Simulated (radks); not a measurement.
All-electron atom: Cl+ in [Ne] 3s2 3p4. All-electron calculation, Dirac Kohn-Sham, Wu-Cohen GGA, spin-unpolarised, spherical densities, finite nucleus; open shells are shared between the two j in proportion to 2j + 1; Fermi nuclear charge, rms radius 3.3654 fm. Program: a radial shooting solver on a logarithmic mesh with Libxc functionals.

Normalised radial functions P(r) = r R(r) (large component), r in bohr:

r	2p3/2	3s1/2
0.007788	0.0089	0.0882
0.01116	0.0178	0.1188
0.016	0.0350	0.1555
0.02293	0.0678	0.1954
0.03287	0.1282	0.2303
0.04712	0.2342	0.2441
0.06808	0.4130	0.2106
0.09758	0.6737	0.1034
0.1399	1.0057	-0.0865
0.2005	1.3331	-0.3128
0.2873	1.5092	-0.4490
0.4151	1.3809	-0.3255
0.595	0.9599	0.1030
0.8529	0.4637	0.6319
1.222	0.1382	0.9023
1.752	0.0211	0.7352
2.532	0.0012	0.3493
3.629	0.0000	0.0916
5.201	0.0000	0.0111

2p3/2: eigenvalue -203.88 eV, 0 radial nodes, <r> = 0.408 bohr, 90 % of the charge inside 0.677 bohr. 3s1/2: eigenvalue -32.039 eV, 2 radial nodes at r = 0.121, 0.554 bohr, <r> = 1.49 bohr, 90 % of the charge inside 2.24 bohr.
